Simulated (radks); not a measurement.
Results of a calculation; reference values are marked as such.
The oxygen ion O2+ inside a hard spherical wall (all orbitals vanish at R), configuration held at [He] 2s2 2p2 and not refilled when levels cross. Level of theory: scalar-relativistic Kohn-Sham, PBE, spin-unpolarised, spherical densities, finite nucleus; Fermi nuclear charge, rms radius 2.6991 fm (a radial shooting solver on a logarithmic mesh with Libxc functionals). Eigenvalues in eV, with the zero of energy where the potential of the charges vanishes at infinity; a dash marks a level that is unbound or too diffuse for the functional's potential to be trusted. A positive occupied level is held by the wall or, in an anion where self-interaction has pushed it up, behind a barrier. The pressure on the wall is -dE/dV.

R (bohr)  E (hartree)  kinetic (hartree)    e(1s)    e(2s)    e(2p)  e(3s, empty)  e(3p, empty)  pressure (GPa)
free        -73.16374             73.116  -557.75  -58.346  -43.242             -             -               0
15          -73.16374             73.116  -557.75  -58.346  -43.242             -             -        < 0.0001
12          -73.16374             73.116  -557.75  -58.346  -43.242             -             -        < 0.0001
8           -73.16374             73.116  -557.75  -58.346  -43.242       -14.394       -11.195        < 0.0001
7           -73.16374             73.116  -557.75  -58.346  -43.242       -14.317       -11.033        < 0.0001
6           -73.16374             73.116  -557.75  -58.346  -43.242       -14.021       -10.541        0.000574
5           -73.16368             73.117  -557.74  -58.342  -43.237       -12.942        -9.079          0.0207
3           -73.12791             73.403  -556.38  -57.459  -42.189         6.213        10.653            28.1
2.5         -73.00399             74.135  -553.37  -55.292  -39.757        28.087        30.657             177
2           -72.46529             76.525  -544.99  -47.983  -32.224        79.146        74.472            1210
